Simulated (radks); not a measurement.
Task: Cu4+, 25 electrons, occupied as [Ar] 3d7 (the NIST ground configuration). Method: scalar-relativistic Kohn-Sham, SCAN, spin-polarised, spherical densities, finite nucleus; open shells are filled with parallel spins first; meta-GGA in the generalised Kohn-Sham scheme; Fermi nuclear charge, rms radius 3.8823 fm; computed with a radial shooting solver on a logarithmic mesh with Libxc functionals. Some entries of the table are withheld. Estimate them.

orbital,occ.,eigenvalue (eV),<r^2> (bohr^2),<1/r> (bohr^-1)
1s up,1,-8949.874,0.003659,29.15
1s down,1,-8949.864,0.003659,29.15
2s up,1,-1147.244,0.06518,6.340
2s down,1,-1144.314,0.06493,6.351
2p up,3,(1),0.05236,6.206
2p down,3,(2),0.05212,6.216
3s up,1,-190.3615,0.5586,2.037
3s down,1,-185.2324,0.5641,2.023
3p up,3,(3),0.6125,1.898
3p down,3,(4),0.6217,1.882
3d up,5,(5),0.7846,1.606
3d down,2,(6),0.8290,1.578

Result: 
(1) 2p up eigenvalue (eV): -997.8599
(2) 2p down eigenvalue (eV): -995.6820
(3) 3p up eigenvalue (eV): -145.4627
(4) 3p down eigenvalue (eV): -140.3487
(5) 3d up eigenvalue (eV): -73.3058
(6) 3d down eigenvalue (eV): -68.1818
